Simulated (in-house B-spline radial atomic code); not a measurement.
# RPA and G0W0 on CAM-B3LYP: Xe7+

Configuration [Kr] 4d10 5s1, highest spin, mean-field start CAM-B3LYP. Computed with an all-electron radial atomic-structure program (B-spline basis): all electrons, non-relativistic, point nucleus, each spin shell either full or empty, empty states to l = 9 with an (l + 1/2)⁻⁴ tail; G0W0 by contour deformation at full frequency.

Without relativity these are model numbers: it shifts the levels of so heavy an element strongly and can reorder them.

Command:
```bash
python run_gw.py task.json out
```
Settings (radii: box in bohr, nucleus in fm):
```
Z                        54
electrons                47
configuration            [Kr] 4d10 5s1
hamiltonian              nr
method                   camb3lyp
lmax                     9
spin_polarised           True
box_radius               8.41
intervals                51
ion_configuration        [Kr] 4d10
```

Time taken, with all properties: 9.3 s on 1 thread of Arm Neoverse N1, on a shared host.

Energies (hartree):

| term | value |
| --- | --- |
| mean-field total | -7223.51160 |
| Hartree-Fock functional on these orbitals | -7220.83174 |
| direct second order | -4.0673 |
| second-order exchange | 1.1194 |
| SOSEX correction | 1.0555 |

(1) What is the RPA correlation energy, and what remains with SOSEX?

Quasi-particle levels (eV):

```csv
level,occupied,mean field,Σx - vxc,Σc,QP weight,G0W0
5s up,yes,-100.05,-0.89,?,?,?
4d down,yes,-157.31,-8.11,0.29,0.965,-165.12
5s down,no,-92.74,6.46,-2.87,0.967,-89.15
```

G0W0 = mean field + (Σx - vxc) + Σc, with Σc (partial-wave tail included) taken at the quasi-particle energy. Only the outer levels were computed. Levels of low weight are left out.

(2) Where does G0W0 put 5s up?

(3) What does it cost to remove one electron (to [Kr] 4d10) by differences of total energies, each species on its own start (correlation terms add to the Hartree-Fock functional)?

## Answers

(1) RPA gives -3.65 hartree (-2.11 eV per electron); RPA + SOSEX gives -2.5945, and the second-order doubles -2.9479 hartree (no singles). RPA lacks exchange-type terms and so overcorrelates at short range.

(2) At -103.20 eV, with Σc = -2.27 eV and a quasi-particle weight of 0.977. The tabulated removal energy is 105.978 ± 0.0025 eV (NIST, measured); the calculation leaves out relativity, Breit and QED terms, and what these don't explain is the method's own error.

(3) CAM-B3LYP 103.42 eV, Hartree-Fock functional 100.74 eV, + RPA 102.88 eV, + RPA + SOSEX 102.21 eV, + second order 103.03 eV. Tabulated: 105.978 ± 0.0025 eV (NIST, measured); the calculation leaves out relativity, Breit and QED terms, and what these don't explain is the method's own error.
